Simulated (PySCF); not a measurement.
Simulated C 1s region for `C=C(C)[Si@H]1CCCO1`, binding energy against the vacuum level.

Every computed line was given a Gaussian of 1.0 eV full width at half maximum and an area set by the number of equivalent atoms; the highest printed point is 100. Level of theory: PySCF 2.14.0, delta-SCF UKS SCAN, pcX-2 on the ionised atom, pcseg-1 elsewhere, spin-free X2C.

```json
{"binding energy (eV)": "288.4", "intensity": "0"}
{"binding energy (eV)": "288.5", "intensity": "0"}
{"binding energy (eV)": "288.6", "intensity": "1"}
{"binding energy (eV)": "288.7", "intensity": "1"}
{"binding energy (eV)": "288.8", "intensity": "3"}
{"binding energy (eV)": "288.9", "intensity": "5"}
{"binding energy (eV)": "289.0", "intensity": "9"}
{"binding energy (eV)": "289.1", "intensity": "14"}
{"binding energy (eV)": "289.2", "intensity": "21"}
{"binding energy (eV)": "289.3", "intensity": "31"}
{"binding energy (eV)": "289.4", "intensity": "42"}
{"binding energy (eV)": "289.5", "intensity": "54"}
{"binding energy (eV)": "289.6", "intensity": "67"}
{"binding energy (eV)": "289.7", "intensity": "79"}
{"binding energy (eV)": "289.8", "intensity": "89"}
{"binding energy (eV)": "289.9", "intensity": "96"}
{"binding energy (eV)": "290.0", "intensity": "99"}
{"binding energy (eV)": "290.1", "intensity": "100"}
{"binding energy (eV)": "290.2", "intensity": "98"}
{"binding energy (eV)": "290.3", "intensity": "95"}
{"binding energy (eV)": "290.4", "intensity": "91"}
{"binding energy (eV)": "290.5", "intensity": "86"}
{"binding energy (eV)": "290.6", "intensity": "80"}
{"binding energy (eV)": "290.7", "intensity": "74"}
{"binding energy (eV)": "290.8", "intensity": "67"}
{"binding energy (eV)": "290.9", "intensity": "59"}
{"binding energy (eV)": "291.0", "intensity": "51"}
{"binding energy (eV)": "291.1", "intensity": "43"}
{"binding energy (eV)": "291.2", "intensity": "36"}
{"binding energy (eV)": "291.3", "intensity": "31"}
{"binding energy (eV)": "291.4", "intensity": "28"}
{"binding energy (eV)": "291.5", "intensity": "27"}
{"binding energy (eV)": "291.6", "intensity": "27"}
{"binding energy (eV)": "291.7", "intensity": "28"}
{"binding energy (eV)": "291.8", "intensity": "29"}
{"binding energy (eV)": "291.9", "intensity": "30"}
{"binding energy (eV)": "292.0", "intensity": "29"}
{"binding energy (eV)": "292.1", "intensity": "27"}
{"binding energy (eV)": "292.2", "intensity": "24"}
{"binding energy (eV)": "292.3", "intensity": "20"}
{"binding energy (eV)": "292.4", "intensity": "16"}
{"binding energy (eV)": "292.5", "intensity": "12"}
{"binding energy (eV)": "292.6", "intensity": "9"}
{"binding energy (eV)": "292.7", "intensity": "6"}
{"binding energy (eV)": "292.8", "intensity": "4"}
{"binding energy (eV)": "292.9", "intensity": "2"}
{"binding energy (eV)": "293.0", "intensity": "1"}
{"binding energy (eV)": "293.1", "intensity": "1"}
{"binding energy (eV)": "293.2", "intensity": "0"}
{"binding energy (eV)": "293.3", "intensity": "0"}
{"binding energy (eV)": "293.4", "intensity": "0"}
```

Q: Count the maxima, the lines and the sites behind this envelope.

A: The curve has 2 maxima (at 290.1 and 291.9 eV). Under it lie 6 lines from 6 inequivalent carbon sites. At this width some lines have no maximum of their own.

Q: Decompose the envelope and assign each component. Numbering: `[CH2:1]=[C:2]([CH3:3])[Si@H:4]1[CH2:5][CH2:6][CH2:7][O:8]1`.

A: 
| position (eV) | relative area | line | atoms | environment |
| --- | --- | --- | --- | --- |
| 289.86 | 1 | C 1s | C1 | terminal =CH2 carbon |
| 289.92 | 1 | C 1s | C2 | fully substituted alkene carbon |
| 289.98 | 1 | C 1s | C5 | sp3 carbon bound to silicon |
| 290.66 | 1 | C 1s | C6 | ring CH2 carbon |
| 290.74 | 1 | C 1s | C3 | allylic carbon |
| 291.95 | 1 | C 1s | C7 | sp3 carbon bound to oxygen |

The listed C 1s values span 2.09 eV, from C1 (bonded to C (double bond) and 2 H) to C7 (bonded to O, C and 2 H). The widest gap between neighbouring values is 1.21 eV, between 290.74 and 291.95 eV.

No satellites, vibrations or lifetime broadening are included. The structure is a single PBE0-D3(BJ)/def2-SVP conformer in the gas phase; no vibrational or solvent corrections.

The run took 5.6 min wall on one thread, Arm Neoverse N1 (aarch64), no GPU (shared host), and the process peaked at 0.73 GiB of memory.
